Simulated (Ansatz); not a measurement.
System: GaH, charge 1, doublet. GaH+ (parent SMILES [GaH], doublet).
B3LYP-D3(BJ)/def2-TZVP minimum from Ansatz (a first-principles code):
```
Ga
H 1 1.6902
```
Charge +1, spin multiplicity 2.

Total energies in aug-cc-pVTZ, 3 correlated electrons, 14 frozen orbitals. UHF or UKS for unpaired electrons; spin-orbit terms are left out. Cores are frozen in correlated methods (noble-gas shells, and filled d and f shells in the p block). No relativity. The UHF reference of HGa+ (parent SMILES [GaH], doublet) is spin-contaminated (<S^2> up to 0.05 over the pure value in the sets run). The spin of HGa+ (parent SMILES [GaH], doublet) was assumed, and the state is the lowest solution found for it.

| method | program | energy (Eh) | minus CCSDT (mEh) |
|---|---|---|---|
| HF | Ansatz | -1923.56632 | 45.91 |
| MP2 | Ansatz | -1923.59815 | 14.08 |
| CCSD | Ansatz | -1923.61150 | 0.73 |
| CCSD(T) | Ansatz | -1923.61202 | 0.21 |
| CCSDT | Ansatz | -1923.61222 | 0.00 |

Rough core times of Ansatz's runs on a shared machine: CCSD(T) under 20 s, CCSDT 20 s.
